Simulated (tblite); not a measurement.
Species: C9H7N.
SMILES with atom numbers: `[N:1]#[C:2]/[CH:3]=[CH:4]/[c:5]1[cH:6][cH:7][cH:8][cH:9][cH:10]1` (hydrogens: H11 on C3; H12 on C4; H13 on C6; H14 on C7; H15 on C8; H16 on C9; H17 on C10)

Computed with GFN2-xTB (tblite), gas phase: L-BFGS steps from a force-field or distance-geometry start until the largest atomic force falls under 0.01 eV/Å.

Step 2: E = -698.7659 eV
```
atom  x, y, z in Å  |  force x, y, z in eV/Å
N1      4.9583    0.2850    0.1123   -1.447  -0.251   0.137
C2      3.8245    0.0630    0.2247    1.447   0.189  -0.102
C3      2.4662   -0.2316    0.3680   -0.365  -0.245   0.164
C4      1.4904    0.4507   -0.2539    0.576   0.254  -0.126
C5      0.0821    0.1878   -0.1415   -0.317  -0.344   0.204
C6     -0.4411   -0.8543    0.6534   -0.119   0.631  -0.470
C7     -1.7998   -1.0734    0.7291    0.007   0.426  -0.329
C8     -2.6617   -0.2521    0.0111    0.722   0.290  -0.232
C9     -2.1590    0.7787   -0.7863   -0.167  -0.527   0.485
C10    -0.8042    0.9964   -0.8588   -0.018  -0.318   0.242
H11     2.1853   -1.0614    1.0129    0.404   0.092  -0.035
H12     1.7923    1.2761   -0.8957   -0.184  -0.067   0.040
H13     0.1947   -1.4891    1.2228    0.430  -0.262   0.216
H14    -2.1680   -1.8753    1.3448   -0.155  -0.040   0.027
H15    -3.7068   -0.4041    0.0596   -0.800  -0.143   0.058
H16    -2.8144    1.4203   -1.3397   -0.302   0.074  -0.103
H17    -0.4458    1.7952   -1.4728    0.288   0.239  -0.174
```

Step 3: E = -698.7953 eV
```
atom  x, y, z in Å  |  force x, y, z in eV/Å
N1      4.9545    0.2845    0.1126   -0.588  -0.082   0.050
C2      3.8290    0.0629    0.2247    0.319  -0.046   0.022
C3      2.4605   -0.2346    0.3699    0.179  -0.023   0.024
C4      1.4985    0.4547   -0.2561   -0.049  -0.057   0.072
C5      0.0763    0.1823   -0.1380    0.369   0.228  -0.194
C6     -0.4434   -0.8446    0.6459    0.178  -0.272   0.275
C7     -1.7997   -1.0672    0.7242    0.067  -0.042   0.048
C8     -2.6496   -0.2474    0.0077   -0.738  -0.235   0.099
C9     -2.1613    0.7705   -0.7791    0.025   0.363  -0.228
C10    -0.8045    0.9911   -0.8546   -0.006   0.068  -0.064
H11     2.1900   -1.0601    1.0123    0.298  -0.054   0.073
H12     1.7901    1.2746   -0.8946   -0.088   0.111  -0.096
H13     0.2002   -1.4928    1.2259    0.078   0.090  -0.096
H14    -2.1700   -1.8764    1.3457   -0.047   0.195  -0.154
H15    -3.7173   -0.4060    0.0604   -0.039  -0.028   0.017
H16    -2.8183    1.4217   -1.3413   -0.098  -0.149   0.091
H17    -0.4422    1.7989   -1.4756    0.138  -0.067   0.060
```

Step 4: E = -698.8090 eV
```
atom  x, y, z in Å  |  force x, y, z in eV/Å
N1      4.9495    0.2841    0.1130   -0.033   0.022  -0.003
C2      3.8287    0.0612    0.2255   -0.092  -0.107   0.054
C3      2.4635   -0.2352    0.3704    0.025  -0.021   0.013
C4      1.4998    0.4541   -0.2551    0.032   0.007   0.015
C5      0.0803    0.1844   -0.1401    0.147   0.018  -0.027
C6     -0.4411   -0.8467    0.6484    0.113  -0.011   0.049
C7     -1.7991   -1.0669    0.7242    0.004   0.061  -0.040
C8     -2.6574   -0.2497    0.0083   -0.226  -0.016  -0.028
C9     -2.1615    0.7737   -0.7807   -0.072   0.033   0.014
C10    -0.8045    0.9918   -0.8554    0.014   0.022  -0.022
H11     2.1949   -1.0605    1.0131    0.278  -0.067   0.081
H12     1.7885    1.2761   -0.8959   -0.074   0.057  -0.050
H13     0.2024   -1.4924    1.2253    0.115   0.033  -0.042
H14    -2.1709   -1.8739    1.3437   -0.056   0.130  -0.102
H15    -3.7200   -0.4067    0.0607   -0.177  -0.053   0.024
H16    -2.8203    1.4200   -1.3404   -0.132  -0.072   0.032
H17    -0.4397    1.7984   -1.4750    0.132  -0.036   0.034
```

Step 5: E = -698.8175 eV
```
atom  x, y, z in Å  |  force x, y, z in eV/Å
N1      4.9449    0.2841    0.1132    0.267   0.072  -0.029
C2      3.8271    0.0578    0.2272   -0.212  -0.095   0.047
C3      2.4656   -0.2363    0.3713   -0.078  -0.029   0.012
C4      1.5026    0.4543   -0.2543    0.032   0.044  -0.030
C5      0.0851    0.1852   -0.1414   -0.054  -0.037   0.024
C6     -0.4376   -0.8468    0.6499   -0.026   0.090  -0.062
C7     -1.7987   -1.0646    0.7227    0.019   0.120  -0.088
C8     -2.6651   -0.2506    0.0075    0.051   0.035  -0.029
C9     -2.1636    0.7750   -0.7801   -0.032  -0.051   0.058
C10    -0.8042    0.9925   -0.8562   -0.021  -0.069   0.054
H11     2.2044   -1.0619    1.0152    0.220  -0.082   0.088
H12     1.7856    1.2782   -0.8978   -0.040   0.010  -0.008
H13     0.2070   -1.4920    1.2245    0.102   0.016  -0.023
H14    -2.1730   -1.8697    1.3404   -0.052   0.076  -0.059
H15    -3.7272   -0.4086    0.0616   -0.159  -0.051   0.020
H16    -2.8249    1.4177   -1.3395   -0.119  -0.033   0.009
H17    -0.4350    1.7976   -1.4742    0.101  -0.017   0.016
```

Question: Estimate the geometry and energy of step 6. (The exact step hangs on the optimiser's Hessian estimate; all steps are aligned on step 5, rigid shifts and turns removed.)

Answer: E = -698.8233 eV, largest force 0.275 eV/Å
```
atom  x, y, z in Å  |  force x, y, z in eV/Å
N1      4.9424    0.2848    0.1132    0.268   0.059  -0.024
C2      3.8257    0.0540    0.2291   -0.108  -0.030   0.013
C3      2.4658   -0.2380    0.3724   -0.074  -0.016   0.002
C4      1.5054    0.4553   -0.2542   -0.036   0.016  -0.028
C5      0.0881    0.1858   -0.1425   -0.128  -0.068   0.064
C6     -0.4354   -0.8456    0.6504   -0.024   0.100  -0.088
C7     -1.7977   -1.0604    0.7197   -0.040   0.053  -0.040
C8     -2.6714   -0.2513    0.0067    0.153   0.102  -0.055
C9     -2.1655    0.7760   -0.7793   -0.066  -0.102   0.068
C10    -0.8046    0.9914   -0.8555   -0.016  -0.013   0.017
H11     2.2167   -1.0647    1.0186    0.140  -0.087   0.084
H12     1.7824    1.2802   -0.8996    0.004  -0.011   0.013
H13     0.2129   -1.4914    1.2234    0.035   0.042  -0.042
H14    -2.1757   -1.8647    1.3364   -0.026   0.057  -0.042
H15    -3.7360   -0.4111    0.0627   -0.043  -0.035   0.012
H16    -2.8311    1.4150   -1.3384   -0.078  -0.010   0.002
H17    -0.4290    1.7967   -1.4732    0.037  -0.056   0.043
```

The energy changes by -0.0058 eV. The first-order estimate −F·Δx gives -0.0086 eV and the mean of the old and new forces, exact on a quadratic surface, -0.0057 eV. The step makes an angle of 53° with the force vector and moves no atom by more than 0.013 Å.

What follows is the cost of the whole relaxation. On one thread, Arm Neoverse V2 (aarch64), no GPU (shared host), this took 0.19 s.
